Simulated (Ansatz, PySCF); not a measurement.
Potential energy curve for SMILES B. The B1–H4 bond (B1 also carries H, H; H4 carries nothing else) is pulled apart rigidly from the PBE0/def2-TZVP optimised geometry.

UHF/cc-pVDZ (Ansatz, a program for electronic structure); RHF/cc-pVDZ (Ansatz); UKS-PBE0 = unrestricted PBE0/cc-pVDZ in Ansatz; RKS-PBE0 = Ansatz with restricted PBE0/cc-pVDZ; UKS-BLYP = unrestricted BLYP/cc-pVDZ run with Ansatz; RKS-BLYP = restricted BLYP/cc-pVDZ (Ansatz); UKS-PBE = unrestricted PBE/cc-pVDZ in Ansatz; RKS-PBE = restricted PBE/cc-pVDZ (Ansatz); UKS-B3LYP/6-31G* = unrestricted B3LYP/6-31G*, spherical d in PySCF 2.14.0; RKS-B3LYP/6-31G* = restricted B3LYP/6-31G*, spherical d (PySCF).

Scanned distances (Å): 0.90, 0.97, 1.00, 1.07, 1.12, 1.16, 1.19, 1.24, 1.27, 1.29, 1.38, 1.48, 1.59, 1.76, 1.95, 2.16, 2.39, 2.62, 2.92, 3.22, 3.62, 4.17.

Q: Where does the unrestricted solution first break spin symmetry (<S²> of 0.01 or more)?

A: UHF: between 1.76 and 1.95 Å; UKS-PBE0: between 2.16 and 2.39 Å; UKS-BLYP: between 2.16 and 2.39 Å; UKS-PBE: between 2.39 and 2.62 Å; UKS-B3LYP/6-31G*: between 2.16 and 2.39 Å.

```json
[
 {"R / Å": "0.90", "<S²> UHF": "0.00", "E(RHF) − E(UHF) / kcal/mol": "0.0", "<S²> UKS-PBE0": "0.00", "E(RKS-PBE0) − E(UKS-PBE0) / kcal/mol": "0.0", "<S²> UKS-BLYP": "0.00", "E(RKS-BLYP) − E(UKS-BLYP) / kcal/mol": "0.0", "<S²> UKS-PBE": "0.00", "E(RKS-PBE) − E(UKS-PBE) / kcal/mol": "0.0", "<S²> UKS-B3LYP/6-31G*": "0.00", "E(RKS-B3LYP/6-31G*) − E(UKS-B3LYP/6-31G*) / kcal/mol": "0.0"},
 {"R / Å": "0.97", "<S²> UHF": "0.00", "E(RHF) − E(UHF) / kcal/mol": "0.0", "<S²> UKS-PBE0": "0.00", "E(RKS-PBE0) − E(UKS-PBE0) / kcal/mol": "0.0", "<S²> UKS-BLYP": "0.00", "E(RKS-BLYP) − E(UKS-BLYP) / kcal/mol": "0.0", "<S²> UKS-PBE": "0.00", "E(RKS-PBE) − E(UKS-PBE) / kcal/mol": "0.0", "<S²> UKS-B3LYP/6-31G*": "0.00", "E(RKS-B3LYP/6-31G*) − E(UKS-B3LYP/6-31G*) / kcal/mol": "0.0"},
 {"R / Å": "1.00", "<S²> UHF": "0.00", "E(RHF) − E(UHF) / kcal/mol": "0.0", "<S²> UKS-PBE0": "0.00", "E(RKS-PBE0) − E(UKS-PBE0) / kcal/mol": "0.0", "<S²> UKS-BLYP": "0.00", "E(RKS-BLYP) − E(UKS-BLYP) / kcal/mol": "0.0", "<S²> UKS-PBE": "0.00", "E(RKS-PBE) − E(UKS-PBE) / kcal/mol": "0.0", "<S²> UKS-B3LYP/6-31G*": "0.00", "E(RKS-B3LYP/6-31G*) − E(UKS-B3LYP/6-31G*) / kcal/mol": "0.0"},
 {"R / Å": "1.07", "<S²> UHF": "0.00", "E(RHF) − E(UHF) / kcal/mol": "0.0", "<S²> UKS-PBE0": "0.00", "E(RKS-PBE0) − E(UKS-PBE0) / kcal/mol": "0.0", "<S²> UKS-BLYP": "0.00", "E(RKS-BLYP) − E(UKS-BLYP) / kcal/mol": "0.0", "<S²> UKS-PBE": "0.00", "E(RKS-PBE) − E(UKS-PBE) / kcal/mol": "0.0", "<S²> UKS-B3LYP/6-31G*": "0.00", "E(RKS-B3LYP/6-31G*) − E(UKS-B3LYP/6-31G*) / kcal/mol": "0.0"},
 {"R / Å": "1.12", "<S²> UHF": "0.00", "E(RHF) − E(UHF) / kcal/mol": "0.0", "<S²> UKS-PBE0": "0.00", "E(RKS-PBE0) − E(UKS-PBE0) / kcal/mol": "0.0", "<S²> UKS-BLYP": "0.00", "E(RKS-BLYP) − E(UKS-BLYP) / kcal/mol": "0.0", "<S²> UKS-PBE": "0.00", "E(RKS-PBE) − E(UKS-PBE) / kcal/mol": "0.0", "<S²> UKS-B3LYP/6-31G*": "0.00", "E(RKS-B3LYP/6-31G*) − E(UKS-B3LYP/6-31G*) / kcal/mol": "0.0"},
 {"R / Å": "1.16", "<S²> UHF": "0.00", "E(RHF) − E(UHF) / kcal/mol": "0.0", "<S²> UKS-PBE0": "0.00", "E(RKS-PBE0) − E(UKS-PBE0) / kcal/mol": "0.0", "<S²> UKS-BLYP": "0.00", "E(RKS-BLYP) − E(UKS-BLYP) / kcal/mol": "0.0", "<S²> UKS-PBE": "0.00", "E(RKS-PBE) − E(UKS-PBE) / kcal/mol": "0.0", "<S²> UKS-B3LYP/6-31G*": "0.00", "E(RKS-B3LYP/6-31G*) − E(UKS-B3LYP/6-31G*) / kcal/mol": "0.0"},
 {"R / Å": "1.19", "<S²> UHF": "0.00", "E(RHF) − E(UHF) / kcal/mol": "0.0", "<S²> UKS-PBE0": "0.00", "E(RKS-PBE0) − E(UKS-PBE0) / kcal/mol": "0.0", "<S²> UKS-BLYP": "0.00", "E(RKS-BLYP) − E(UKS-BLYP) / kcal/mol": "0.0", "<S²> UKS-PBE": "0.00", "E(RKS-PBE) − E(UKS-PBE) / kcal/mol": "0.0", "<S²> UKS-B3LYP/6-31G*": "0.00", "E(RKS-B3LYP/6-31G*) − E(UKS-B3LYP/6-31G*) / kcal/mol": "0.0"},
 {"R / Å": "1.24", "<S²> UHF": "0.00", "E(RHF) − E(UHF) / kcal/mol": "0.0", "<S²> UKS-PBE0": "0.00", "E(RKS-PBE0) − E(UKS-PBE0) / kcal/mol": "0.0", "<S²> UKS-BLYP": "0.00", "E(RKS-BLYP) − E(UKS-BLYP) / kcal/mol": "0.0", "<S²> UKS-PBE": "0.00", "E(RKS-PBE) − E(UKS-PBE) / kcal/mol": "0.0", "<S²> UKS-B3LYP/6-31G*": "0.00", "E(RKS-B3LYP/6-31G*) − E(UKS-B3LYP/6-31G*) / kcal/mol": "0.0"},
 {"R / Å": "1.27", "<S²> UHF": "0.00", "E(RHF) − E(UHF) / kcal/mol": "0.0", "<S²> UKS-PBE0": "0.00", "E(RKS-PBE0) − E(UKS-PBE0) / kcal/mol": "0.0", "<S²> UKS-BLYP": "0.00", "E(RKS-BLYP) − E(UKS-BLYP) / kcal/mol": "0.0", "<S²> UKS-PBE": "0.00", "E(RKS-PBE) − E(UKS-PBE) / kcal/mol": "0.0", "<S²> UKS-B3LYP/6-31G*": "0.00", "E(RKS-B3LYP/6-31G*) − E(UKS-B3LYP/6-31G*) / kcal/mol": "0.0"},
 {"R / Å": "1.29", "<S²> UHF": "0.00", "E(RHF) − E(UHF) / kcal/mol": "0.0", "<S²> UKS-PBE0": "0.00", "E(RKS-PBE0) − E(UKS-PBE0) / kcal/mol": "0.0", "<S²> UKS-BLYP": "0.00", "E(RKS-BLYP) − E(UKS-BLYP) / kcal/mol": "0.0", "<S²> UKS-PBE": "0.00", "E(RKS-PBE) − E(UKS-PBE) / kcal/mol": "0.0", "<S²> UKS-B3LYP/6-31G*": "0.00", "E(RKS-B3LYP/6-31G*) − E(UKS-B3LYP/6-31G*) / kcal/mol": "0.0"},
 {"R / Å": "1.38", "<S²> UHF": "0.00", "E(RHF) − E(UHF) / kcal/mol": "0.0", "<S²> UKS-PBE0": "0.00", "E(RKS-PBE0) − E(UKS-PBE0) / kcal/mol": "0.0", "<S²> UKS-BLYP": "0.00", "E(RKS-BLYP) − E(UKS-BLYP) / kcal/mol": "0.0", "<S²> UKS-PBE": "0.00", "E(RKS-PBE) − E(UKS-PBE) / kcal/mol": "0.0", "<S²> UKS-B3LYP/6-31G*": "0.00", "E(RKS-B3LYP/6-31G*) − E(UKS-B3LYP/6-31G*) / kcal/mol": "0.0"},
 {"R / Å": "1.48", "<S²> UHF": "0.00", "E(RHF) − E(UHF) / kcal/mol": "0.0", "<S²> UKS-PBE0": "0.00", "E(RKS-PBE0) − E(UKS-PBE0) / kcal/mol": "0.0", "<S²> UKS-BLYP": "0.00", "E(RKS-BLYP) − E(UKS-BLYP) / kcal/mol": "0.0", "<S²> UKS-PBE": "0.00", "E(RKS-PBE) − E(UKS-PBE) / kcal/mol": "0.0", "<S²> UKS-B3LYP/6-31G*": "0.00", "E(RKS-B3LYP/6-31G*) − E(UKS-B3LYP/6-31G*) / kcal/mol": "0.0"},
 {"R / Å": "1.59", "<S²> UHF": "0.00", "E(RHF) − E(UHF) / kcal/mol": "0.0", "<S²> UKS-PBE0": "0.00", "E(RKS-PBE0) − E(UKS-PBE0) / kcal/mol": "0.0", "<S²> UKS-BLYP": "0.00", "E(RKS-BLYP) − E(UKS-BLYP) / kcal/mol": "0.0", "<S²> UKS-PBE": "0.00", "E(RKS-PBE) − E(UKS-PBE) / kcal/mol": "0.0", "<S²> UKS-B3LYP/6-31G*": "0.00", "E(RKS-B3LYP/6-31G*) − E(UKS-B3LYP/6-31G*) / kcal/mol": "0.0"},
 {"R / Å": "1.76", "<S²> UHF": "0.00", "E(RHF) − E(UHF) / kcal/mol": "0.0", "<S²> UKS-PBE0": "0.00", "E(RKS-PBE0) − E(UKS-PBE0) / kcal/mol": "0.0", "<S²> UKS-BLYP": "0.00", "E(RKS-BLYP) − E(UKS-BLYP) / kcal/mol": "0.0", "<S²> UKS-PBE": "0.00", "E(RKS-PBE) − E(UKS-PBE) / kcal/mol": "0.0", "<S²> UKS-B3LYP/6-31G*": "0.00", "E(RKS-B3LYP/6-31G*) − E(UKS-B3LYP/6-31G*) / kcal/mol": "0.0"},
 {"R / Å": "1.95", "<S²> UHF": "0.18", "E(RHF) − E(UHF) / kcal/mol": "0.7", "<S²> UKS-PBE0": "0.00", "E(RKS-PBE0) − E(UKS-PBE0) / kcal/mol": "0.0", "<S²> UKS-BLYP": "0.00", "E(RKS-BLYP) − E(UKS-BLYP) / kcal/mol": "0.0", "<S²> UKS-PBE": "0.00", "E(RKS-PBE) − E(UKS-PBE) / kcal/mol": "0.0", "<S²> UKS-B3LYP/6-31G*": "0.00", "E(RKS-B3LYP/6-31G*) − E(UKS-B3LYP/6-31G*) / kcal/mol": "0.0"},
 {"R / Å": "2.16", "<S²> UHF": "0.53", "E(RHF) − E(UHF) / kcal/mol": "7.9", "<S²> UKS-PBE0": "0.00", "E(RKS-PBE0) − E(UKS-PBE0) / kcal/mol": "0.0", "<S²> UKS-BLYP": "0.00", "E(RKS-BLYP) − E(UKS-BLYP) / kcal/mol": "0.0", "<S²> UKS-PBE": "0.00", "E(RKS-PBE) − E(UKS-PBE) / kcal/mol": "0.0", "<S²> UKS-B3LYP/6-31G*": "0.00", "E(RKS-B3LYP/6-31G*) − E(UKS-B3LYP/6-31G*) / kcal/mol": "0.0"},
 {"R / Å": "2.39", "<S²> UHF": "0.75", "E(RHF) − E(UHF) / kcal/mol": "20.1", "<S²> UKS-PBE0": "0.36", "E(RKS-PBE0) − E(UKS-PBE0) / kcal/mol": "1.8", "<S²> UKS-BLYP": "0.07", "E(RKS-BLYP) − E(UKS-BLYP) / kcal/mol": "0.1", "<S²> UKS-PBE": "0.00", "E(RKS-PBE) − E(UKS-PBE) / kcal/mol": "0.0", "<S²> UKS-B3LYP/6-31G*": "0.28", "E(RKS-B3LYP/6-31G*) − E(UKS-B3LYP/6-31G*) / kcal/mol": "1.2"},
 {"R / Å": "2.62", "<S²> UHF": "0.86", "E(RHF) − E(UHF) / kcal/mol": "33.6", "<S²> UKS-PBE0": "0.65", "E(RKS-PBE0) − E(UKS-PBE0) / kcal/mol": "7.8", "<S²> UKS-BLYP": "0.39", "E(RKS-BLYP) − E(UKS-BLYP) / kcal/mol": "2.1", "<S²> UKS-PBE": "0.46", "E(RKS-PBE) − E(UKS-PBE) / kcal/mol": "2.3", "<S²> UKS-B3LYP/6-31G*": "0.57", "E(RKS-B3LYP/6-31G*) − E(UKS-B3LYP/6-31G*) / kcal/mol": "6.0"},
 {"R / Å": "2.92", "<S²> UHF": "0.94", "E(RHF) − E(UHF) / kcal/mol": "50.5", "<S²> UKS-PBE0": "0.85", "E(RKS-PBE0) − E(UKS-PBE0) / kcal/mol": "17.4", "<S²> UKS-BLYP": "0.67", "E(RKS-BLYP) − E(UKS-BLYP) / kcal/mol": "7.1", "<S²> UKS-PBE": "0.76", "E(RKS-PBE) − E(UKS-PBE) / kcal/mol": "8.5", "<S²> UKS-B3LYP/6-31G*": "0.79", "E(RKS-B3LYP/6-31G*) − E(UKS-B3LYP/6-31G*) / kcal/mol": "14.2"},
 {"R / Å": "3.22", "<S²> UHF": "0.97", "E(RHF) − E(UHF) / kcal/mol": "65.4", "<S²> UKS-PBE0": "0.94", "E(RKS-PBE0) − E(UKS-PBE0) / kcal/mol": "26.7", "<S²> UKS-BLYP": "0.84", "E(RKS-BLYP) − E(UKS-BLYP) / kcal/mol": "12.6", "<S²> UKS-PBE": "0.90", "E(RKS-PBE) − E(UKS-PBE) / kcal/mol": "15.3", "<S²> UKS-B3LYP/6-31G*": "0.90", "E(RKS-B3LYP/6-31G*) − E(UKS-B3LYP/6-31G*) / kcal/mol": "22.4"},
 {"R / Å": "3.62", "<S²> UHF": "0.99", "E(RHF) − E(UHF) / kcal/mol": "81.9", "<S²> UKS-PBE0": "0.98", "E(RKS-PBE0) − E(UKS-PBE0) / kcal/mol": "36.9", "<S²> UKS-BLYP": "0.94", "E(RKS-BLYP) − E(UKS-BLYP) / kcal/mol": "19.0", "<S²> UKS-PBE": "0.97", "E(RKS-PBE) − E(UKS-PBE) / kcal/mol": "22.9", "<S²> UKS-B3LYP/6-31G*": "0.97", "E(RKS-B3LYP/6-31G*) − E(UKS-B3LYP/6-31G*) / kcal/mol": "31.8"},
 {"R / Å": "4.17", "<S²> UHF": "1.00", "E(RHF) − E(UHF) / kcal/mol": "99.2", "<S²> UKS-PBE0": "1.00", "E(RKS-PBE0) − E(UKS-PBE0) / kcal/mol": "46.6", "<S²> UKS-BLYP": "0.99", "E(RKS-BLYP) − E(UKS-BLYP) / kcal/mol": "25.2", "<S²> UKS-PBE": "1.00", "E(RKS-PBE) − E(UKS-PBE) / kcal/mol": "29.9", "<S²> UKS-B3LYP/6-31G*": "0.00", "E(RKS-B3LYP/6-31G*) − E(UKS-B3LYP/6-31G*) / kcal/mol": "—"}
]
```

A dash means that the run gave no value there, or that the column was ended at a point which the program doubted or which failed a test of continuity chosen for this set; such a test can also cut sound points.
